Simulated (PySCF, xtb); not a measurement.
fluoroethane cation (C₂H₅F), SMILES CCF (connectivity only; charge and spin as stated), charge +1, multiplicity 2.

Harmonic wavenumbers (cm⁻¹) from GFN2-xTB (xtb 6.7.1) at its own minimum, in rising order: 185, 426, 625, 822, 925, 1014, 1087, 1112, 1159, 1195, 1223, 1289, 1371, 2572, 2676, 2763, 2849, 3051.

What does PBE0-D3(BJ)/def2-TZVP (PySCF 2.14.0) give at its own minimum? (Estimate from the structure and the level; the computed values follow.)

118, 454, 510, 763, 925, 936, 992, 1075, 1179, 1278, 1308, 1420, 1444, 2231, 2562, 2923, 2929, 3172. Paired by order, the mean absolute difference is 94 cm⁻¹ and the zero-point energies are 37.7 and 37.5 kcal/mol.
